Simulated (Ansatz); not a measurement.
Consider the formal exchange of groups at the Si–N bond: `N[SiH](N)N` + GeH₄ → `N[SiH](N)[GeH3]` + NH₃.

Computed with Ansatz on PBE0-D4/def2-TZVP structures; ΔE is electronic, products minus reactants. CCSD(T)/CBS is the MP2 limit (def2-TZVPP, def2-QZVPP) plus CCSD(T) − MP2 in def2-TZVPP, frozen cores. This one scheme is used for every species. Functionals use def2-TZVPP. B3LYP here is the variant with VWN-RPA as its local correlation; programs differ in this. For Ge outer-core shells are correlated without core-valence functions, which leaves a few kJ/mol of doubt a bond. Scalar relativity is left out up to krypton. One conformer a species, not always the lowest.

```
             level  ΔE (kJ/mol)  difference from CCSD(T)/CBS
         r2SCAN-D4         58.3                         -1.2
           PBE0-D4         51.3                         -8.2
          B3LYP-D4         58.6                         -0.9
           ωB97X-V         62.2                          2.7
           ωB97M-V         64.6                          5.1
            r2SCAN         58.8                         -0.7
             B3LYP         61.6                          2.1
     HF/def2-TZVPP         79.5                         20.0
    MP2/def2-TZVPP         65.3                          5.8
SCS-MP2/def2-TZVPP         67.7                          8.2
   CCSD/def2-TZVPP         64.2                          4.7
     HF/def2-QZVPP         80.9                         21.4
SCS-MP2/def2-QZVPP         67.3                          7.8
      HF/CBS(def2)         81.1                         21.6
     MP2/CBS(def2)         62.8                          3.3
    CCSD/CBS(def2)         61.8                          2.3
       CCSD(T)/CBS         59.5                            0
```

Largest T1 diagnostic among the species: 0.012.

In def2-TZVPP, CCSD(T) changes the Hartree–Fock value by −17.5 kJ/mol (the triples alone add −2.2 kJ/mol) and MP2 by −14.2 kJ/mol. From PBE to PBE0 (25 % exact exchange), in def2-TZVPP and without D4, ΔE moves by +6.6 kJ/mol.
